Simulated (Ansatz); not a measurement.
System: SiCl$_{2}$, charge 0, triplet. SiCl2 (SMILES Cl[Si]Cl, triplet).
B3LYP-D3(BJ)/def2-TZVP minimum from Ansatz (a first-principles code):
```xyz
3

Si    -0.0175     0.0179     0.7482
Cl     1.1448     1.3506    -0.3139
Cl    -1.1304    -1.3653    -0.3022
```
Charge 0, spin multiplicity 3.

Total energies in cc-pV(D+d)Z, 18 correlated electrons, 15 frozen orbitals. Open shells are spin-unrestricted; no spin-orbit coupling. Cores are frozen in correlated methods. No relativity. The spin of Cl2Si (Cl[Si]Cl, triplet) was assumed, and the state is the lowest solution found for it.

```json
[
 {"method": "HF", "program": "Ansatz", "energy (Eh)": "-1207.95740", "minus CCSDT(Q) (mEh)": "373.99"},
 {"method": "MP2", "program": "Ansatz", "energy (Eh)": "-1208.28632", "minus CCSDT(Q) (mEh)": "45.07"},
 {"method": "CCSD", "program": "Ansatz", "energy (Eh)": "-1208.31958", "minus CCSDT(Q) (mEh)": "11.81"},
 {"method": "CCSD(T)", "program": "Ansatz", "energy (Eh)": "-1208.32940", "minus CCSDT(Q) (mEh)": "1.99"},
 {"method": "CCSDT(Q)", "program": "Ansatz", "energy (Eh)": "-1208.33139", "minus CCSDT(Q) (mEh)": "0.00"}
]
```

Rough core times of Ansatz's runs on a shared machine: CCSD(T) under 20 s, CCSDT(Q) 7 min.
